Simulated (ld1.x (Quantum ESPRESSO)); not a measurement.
# N, TM: configuration errors across variants

* Element: N (Z = 7)
* Generator: ld1.x (Quantum ESPRESSO) 7.5
* Type: norm-conserving Troullier–Martins (Kleinman–Bylander form)
* Functional: PBE
* Relativity: scalar-relativistic
* Frozen core: [He]
* Valence charge: 5
* Reference configuration: 2s1.75 2p3.25
* Partial waves: 2p (bound): rc 1.90 bohr; 2s (bound): rc 0.70 bohr
* Local potential: the s channel
* Core correction: a·sin(br)/r model core inside 0.40 bohr

All-electron excitation energies from the reference (eV): (1) 2s2 2p3 -2.874; (2) 2s2 2p2 10.717; (3) 2s2 2p1 39.571; (4) 2s0 2p5 20.167; (5) 2s2 2p3.3 -4.493; (6) 2s1 2p0 164.472; (7) 2s1 2p4 8.633.

3 further variants failed, have other tests or another functional or relativity, and are left out.

Errors AE − PS in meV (a dash: test not solved or not reliable):

```csv
change,(1),(2),(3),(4),(5),(6),(7),bound ghosts
base,-0.2,+53,+388,-5.7,-2.4,+2499,-1.1,none
wave 2p (bound): rc 1.90 bohr becomes 2p (bound): rc 2.34 bohr,-1.5,+121,+824,-66,-6.4,+4805,-12,none
"all radii but the core radius scaled by about 1.23 (s 0.86, p 2.34 bohr)",-1.3,+121,+821,-64,-6.3,+4806,-12,none
wave 2s (bound): rc 0.70 bohr becomes 2s (bound): rc 1.02 bohr,-0.1,+54,+392,-7.0,-2.4,+2512,-1.5,none
type RRKJ; rho0 0.01,-0.5,+71,+509,-22,-3.6,+3172,-4.1,none
"all radii but the core radius scaled by about 1.22 (s 0.86, p 2.30 bohr)",-1.1,+109,+750,-53,-5.7,+4443,-10,none
"all radii but the core radius scaled by about 1.34 (s 0.94, p 2.54 bohr)",-2.1,+163,+1073,-103,-8.6,+6037,-19,none
wave 2p (bound): rc 1.90 bohr becomes 2p (bound): rc 2.48 bohr,-2.0,+148,+984,-91,-8.0,+5601,-17,none
```

**Question.** Give the same row for: core correction a·sin(br)/r model core inside 0.36 bohr.

**Answer.** -0.2, +53, +387, -6.2, -2.4, +2484, -1.2; bound ghosts: none.
